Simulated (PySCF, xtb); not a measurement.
Sn(Cl)2(NH2)2 (Cl₂H₄N₂Sn), SMILES [NH2][Sn]([NH2])([Cl])[Cl].

GFN2-xTB run with xtb at its own geometry gives an orbital gap of 3.11 eV and a dipole moment of 1.58 D.

The structure is a stationary point at r2SCAN-D4/def2-SVP. The structure was generated by enumeration; whether it is a known compound was not checked. The def2 effective core potentials stand for the cores of Sn; spin–orbit coupling is left out. The values are those of a single conformer.

**Question.** What does M06-2X/def2-TZVP run with PySCF give? (The exact figures need the calculation; the answer reports its results.)

**Answer.** gap 8.80 eV (levels -9.66 and -0.86 eV), dipole 1.56 D.
